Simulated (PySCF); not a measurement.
## TeF2 in a uniform electric field

Species: TeF2.
Structure used (PBE0-D3(BJ)/def2-SVP), in Å, numbered top down from 1:
```xyz
3
TeF2 angstrom
Te     0.003   -0.006   -0.861
F      1.427   -0.007    0.436
F     -1.431    0.013    0.425
```

Level: CAM-B3LYP/def2-SVPD (PySCF); nuclei fixed, core orbitals frozen in the response. Permanent dipole (0.013, -0.023, -3.166) D (1 au = 2.5417 D). Static polarisability (au):

```
x   39.98 -0.02  0.01
y   -0.02 37.37  0.00
z    0.01  0.00 37.59
```

Only the terms in μ and α are kept: μ(F) = μ + αF and ΔE = −μ·F − ½ F·αF.

(1) A field of 0.003 au (0.154 V/Å) is applied along each axis in both senses. Find the induced dipole, the size of the total dipole and the two energy terms.

(2) For the field (-0.0006, -0.0018, -0.0015) au, what is the induced dipole, and what angle does it make with the field?

(3) At what field along the permanent dipole would the induced dipole along it equal the permanent one, in this linear picture?

(4) What field makes μF equal to kT at 100 K?

(5) Induction energy −ᾱe²/2R⁴ of a unit charge at 6 Å, the molecule taken as a point?

## Answers

(1) 
| field along | induced x (D) | induced y (D) | induced z (D) | total size (D) | −μ·F (kJ/mol) | −½F·αF (kJ/mol) |
| --- | --- | --- | --- | --- | --- | --- |
| +x | 0.305 | 0.000 | 0.000 | 3.182 | -0.040 | -0.472 |
| −x | -0.305 | 0.000 | 0.000 | 3.180 | +0.040 | -0.472 |
| +y | 0.000 | 0.285 | 0.000 | 3.177 | +0.071 | -0.442 |
| −y | 0.000 | -0.285 | 0.000 | 3.181 | -0.071 | -0.442 |
| +z | 0.000 | 0.000 | 0.287 | 2.879 | +9.811 | -0.444 |
| −z | 0.000 | 0.000 | -0.287 | 3.453 | -9.811 | -0.444 |

(2) αF = (-0.061, -0.171, -0.143) D, at 0.9° to the field. The polarisability along this direction, F·αF/F², is 37.61 au, against a mean of 38.31 au.

(3) The polarisability along the dipole is 37.59 au, so F = 1.2456 au / 37.59 au = 0.0331 au = 1.70 V/Å; higher-order terms are ignored.

(4) kT = 0.3167 × 10⁻³ Eh, so F = 0.000254 au = 1.31 MV/cm.

(5) R = 11.34 bohr, so the energy is −38.3/(2 × 11.34⁴) Eh = -3.04 kJ/mol. The charge–dipole term at its most favourable orientation, −μe/R², is -25.4 kJ/mol.

Geometry: PBE0-D3(BJ)/def2-SVP; no solvent, vibrations or thermal averaging. Atoms past krypton carry effective core potentials; spin–orbit coupling is left out.

These values come from a run that also computed excited states and ΔSCF ions. The run took 12 s wall on an x86-64 server with one thread, no GPU (shared host).
